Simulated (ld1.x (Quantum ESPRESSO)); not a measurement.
# Which change was made? (Zn, PAW)

- Element: Zn (Z = 30)
- Generator: ld1.x (Quantum ESPRESSO) 7.5
- Type: PAW
- Functional: PBE
- Relativity: scalar-relativistic
- Frozen core: [Ar]
- Valence charge: 12
- Reference configuration: 3d10 4s2 4p0
- Partial waves: 4s (bound): rcut 1.50, rcutus 1.70 bohr; 4s channel at 0.05 Ry: rcut 1.50, rcutus 1.70 bohr; 4p (bound, empty): rcut 3.45, rcutus 3.95 bohr; 4p channel at 2.75 Ry: rcut 3.45, rcutus 3.95 bohr; 3d (bound): rcut 0.95, rcutus 1.10 bohr; 3d channel at 0.35 Ry: rcut 0.95, rcutus 1.10 bohr
- Local potential: all-electron potential smoothed inside 1.95 bohr (lloc = -2)
- Core correction: Bessel-smoothed model core, default radius (core density twice the valence density)
- Augmentation charge: BESSEL, radius 0.85 bohr

Cutoffs, loose and tight: the cutoffs (Ry, on a coarse ladder) from which the occupation-weighted sum of valence levels, in a spherical-Bessel basis at the reference potential, stays within 10 and 1 mRy of its value at 400 Ry. They do not see the model core or the augmentation charge, which bear on the density cutoff. Test errors are all-electron minus pseudo excitation energies from the reference, over the configurations 3d10 4s1 4p0; 3d10 4s0 4p0; 3d9 4s0 4p0; 3d10 4s0 4p2; 3d10 4s1.5 4p0; 3d9 4s2 4p1; 3d9 4s2 4p0; variants that change the core or the reference have their own tests. The largest error is taken over the tests solved by every variant that gives reliable tests at all, those not shown here included: 3d10 4s0 4p0; 3d10 4s0 4p2; 3d10 4s1 4p0; 3d10 4s1.5 4p0; 3d9 4s0 4p0.

The base gives: outcome: generated; cutoff, loose: 120 Ry; cutoff, tight: 200 Ry; bound ghosts: none; largest test error (meV): -173.

(1) After one change the result is: outcome: failed: run_pseudo: Errors in PS-KS equation. Which change was it?
A. all radii but the core radius scaled by about 0.88 (s 1.50, p 3.46, d 0.96 bohr, rcut 1.32/3.02/0.84); local potential all-electron potential smoothed inside 1.72 bohr (lloc = -2); augmentation BESSEL, radius 0.74 bohr
B. local potential all-electron potential smoothed inside 2.05 bohr (lloc = -2)
C. core [Ne], valence charge 20; reference 3s2 3p6 3d10 4s2 4p0; waves now 3s (bound): rcut 0.90, rcutus 0.95 bohr; 4s (bound): rcut 0.90, rcutus 0.95 bohr; 3p (bound): rcut 1.00, rcutus 1.35 bohr; 4p (bound): rcut 1.00, rcutus 1.35 bohr; 3d (bound): rcut 0.70, rcutus 0.75 bohr; 3d channel at 0.35 Ry: rcut 0.70, rcutus 0.75 bohr; local potential all-electron potential smoothed inside 1.05 bohr (lloc = -2); core correction a·sin(br)/r model core, default radius (core density twice the valence density); augmentation BESSEL, radius 0.65 bohr
D. waves 3d (bound): rcut 0.95, rcutus 1.54 bohr; 3d channel at 0.35 Ry: rcut 0.95, rcutus 1.54 bohr

Answers

(1) A. The others give: waves 3d (bound): rcut 0.95, rcutus 1.54 bohr; 3d channel at 0.35 Ry: rcut 0.95, rcutus 1.54 bohr → outcome: generated; cutoff, loose: 50 Ry; cutoff, tight: 80 Ry; bound ghosts: none; largest test error (meV): -175 | core [Ne], valence charge 20; reference 3s2 3p6 3d10 4s2 4p0; waves now 3s (bound): rcut 0.90, rcutus 0.95 bohr; 4s (bound): rcut 0.90, rcutus 0.95 bohr; 3p (bound): rcut 1.00, rcutus 1.35 bohr; 4p (bound): rcut 1.00, rcutus 1.35 bohr; 3d (bound): rcut 0.70, rcutus 0.75 bohr; 3d channel at 0.35 Ry: rcut 0.70, rcutus 0.75 bohr; local potential all-electron potential smoothed inside 1.05 bohr (lloc = -2); core correction a·sin(br)/r model core, default radius (core density twice the valence density); augmentation BESSEL, radius 0.65 bohr → outcome: generated; cutoff, loose: 260 Ry; cutoff, tight: over 300 Ry; bound ghosts: none; largest test error (meV): -36 | local potential all-electron potential smoothed inside 2.05 bohr (lloc = -2) → outcome: generated; cutoff, loose: 120 Ry; cutoff, tight: 200 Ry; bound ghosts: s; largest test error (meV): -176.
